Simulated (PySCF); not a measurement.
Compound: C4H7BF2O.
Atom-mapped SMILES: `[CH3:1][CH2:2][O:3]/[CH:4]=[CH:5]/[B:6]([F:7])[F:8]` (hydrogens: H9, H10, H11 on C1; H12, H13 on C2; H14 on C4; H15 on C5)

Method: PBE0-D3(BJ)/def2-SVP geometry optimisation, gas phase in PySCF; density fitting, grid level 1; the optimiser is geomeTRIC in internal coordinates, started from a GFN2-xTB structure.

Step 0: E = -12399.8176 eV
```
atom  x, y, z in Å  |  force x, y, z in eV/Å
C1     -2.7418   -0.5431    0.1751    0.755   0.464  -0.123
C2     -1.5248    0.3344   -0.0635   -0.258  -0.475   0.154
O3     -0.3636   -0.4180    0.2626    0.095   0.190  -0.066
C4      0.8153    0.1844    0.1160   -0.134  -0.355   0.118
C5      1.9809   -0.4244    0.3939    0.261   0.153  -0.038
B6      3.3255    0.2753    0.2216    0.131   0.236  -0.076
F7      3.4351    1.5262   -0.2133   -0.289   0.224  -0.097
F8      4.4891   -0.2964    0.4872    0.013  -0.359   0.127
H9     -2.7777   -0.8535    1.2156   -0.063  -0.135   0.436
H10    -3.6467    0.0072   -0.0658   -0.399   0.202  -0.092
H11    -2.6857   -1.4306   -0.4489   -0.028  -0.380  -0.260
H12    -1.5690    1.2333    0.5654    0.021   0.204   0.092
H13    -1.4776    0.6466   -1.1150    0.043   0.108  -0.195
H14     0.8020    1.2098   -0.2453   -0.133   0.423  -0.154
H15     1.9346   -1.4432    0.7499   -0.017  -0.497   0.174
```

Q: Estimate the geometry and energy of step 1. (The exact step hangs on the optimiser's Hessian estimate; all steps are aligned on step 0, rigid shifts and turns removed.)

A: E = -12399.8485 eV, largest force 0.156 eV/Å
```
atom  x, y, z in Å  |  force x, y, z in eV/Å
C1     -2.7189   -0.5342    0.1236   -0.070  -0.098   0.002
C2     -1.5106    0.3522   -0.0040    0.037   0.107  -0.038
O3     -0.3659   -0.3985    0.3719   -0.016  -0.050   0.010
C4      0.8206    0.1636    0.1839   -0.022   0.148  -0.031
C5      1.9903   -0.4445    0.4649   -0.031  -0.057   0.000
B6      3.3013    0.2767    0.1665   -0.080  -0.111  -0.075
F7      3.3076    1.4998   -0.3620    0.120  -0.014   0.090
F8      4.4813   -0.2888    0.3849   -0.014   0.120  -0.002
H9     -2.8476   -0.8697    1.1638    0.000   0.010  -0.029
H10    -3.6289    0.0016   -0.1859    0.044   0.007   0.016
H11    -2.6069   -1.4261   -0.5120   -0.017   0.034   0.018
H12    -1.5977    1.2431    0.6464    0.013  -0.040  -0.021
H13    -1.3902    0.7093   -1.0440   -0.007  -0.017   0.037
H14     0.8008    1.1864   -0.2265    0.029  -0.073   0.008
H15     1.9603   -1.4629    0.8641    0.013   0.033   0.016
```

The energy changes by -0.0309 eV. The first-order estimate −F·Δx gives -0.0846 eV and the mean of the old and new forces, exact on a quadratic surface, -0.0282 eV. The step makes an angle of 83° with the force vector and moves no atom by more than 0.198 Å.

The cost below is that of the whole optimisation. Hardware: one thread, Arm Neoverse V1 (aarch64), shared host. Cost: 67 s, 0.76 GiB resident at most.
